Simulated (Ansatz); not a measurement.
Frontier orbitals of `S=C=[Te]`.

```json
{"atom": "S1", "x (Å)": "1.1670", "y (Å)": "-1.1819", "z (Å)": "-0.0615"}
{"atom": "C2", "x (Å)": "0.0840", "y (Å)": "-0.0850", "z (Å)": "-0.0044"}
{"atom": "Te3", "x (Å)": "-1.2509", "y (Å)": "1.2669", "z (Å)": "0.0659"}
```

The species carries charge 0 and has multiplicity 1. Correlated methods include outer-core shells of Te, which these sets cover unevenly. Te takes the def2 core potential. The structure was optimised at the PBE0-D4/def2-TZVP level. Basis def2-TZVPP, Ansatz 0.2.0.

A caution on the coupled-cluster cation, which keeps the state that its UHF reference found: spin contamination of the cation.

Orbital energies of one run (eV). Highest occupied ones, from the top: -6.54, -6.54, -9.92, -9.92, -10.70, -13.56, -18.55, -22.85, -43.72, -43.72, -43.88, -43.88, -44.04, -120.61. Empty: -2.68, -2.68, -0.47, 2.19, 2.72, 3.36.

(1) Which functional gave them?
A. PBE
B. B97M-V
C. HSE06 (plane-wave form)
D. CAM-B3LYP

Results:

(1) C. HOMO energies: HSE06 -6.54, B97M-V -6.14, CAM-B3LYP -7.96, PBE -6.01 eV.
